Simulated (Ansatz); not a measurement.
C₂H₆OSeSi, SMILES `O[SiH]1C[Se]C1`. Charge 0, multiplicity 1. Geometry: relaxed with PBE0-D4/def2-TZVP. It is one conformer, not always the lowest.

```xyz
11

O     1.918   -0.371    0.871
Si    0.619    0.378    0.197
C    -0.037   -0.228   -1.450
Se   -1.835    0.325   -0.828
C    -1.066    0.186    0.993
H     1.877   -1.317    1.014
H     0.993    1.807    0.112
H    -0.023   -1.302   -1.638
H     0.274    0.313   -2.343
H    -1.314   -0.782    1.428
H    -1.406    0.989    1.645
```

(1) What is the dipole moment at PBE/def2-TZVPP? (Estimate.)

(2) And with r2SCAN, B3LYP, ωB97M-V? (Estimate.)

(3) Give the Mulliken charges with PBE, ωB97M-V, B3LYP in def2-TZVPP. (An estimate is asked.)

## Answers

(1) The calculation gave: 1.79 D, with components (0.32, -1.71, 0.42) D in this frame, pointing from negative to positive charge.

(2) Computed: r2SCAN 1.88 D, B3LYP 1.80 D, ωB97M-V 1.81 D.

(3) Computed: 
| atom | PBE | ωB97M-V | B3LYP |
| --- | --- | --- | --- |
| O1 | -0.36 | -0.38 | -0.40 |
| Si2 | 0.41 | 0.48 | 0.53 |
| C3 | -0.31 | -0.42 | -0.36 |
| Se4 | -0.02 | 0.02 | 0.00 |
| C5 | -0.31 | -0.42 | -0.36 |
| H6 | 0.18 | 0.17 | 0.18 |
| H7 | -0.07 | -0.03 | -0.08 |
| H8 | 0.12 | 0.14 | 0.12 |
| H9 | 0.12 | 0.15 | 0.12 |
| H10 | 0.12 | 0.14 | 0.12 |
| H11 | 0.12 | 0.15 | 0.12 |

B3LYP here is the variant with VWN-RPA as its local correlation; programs differ in this.
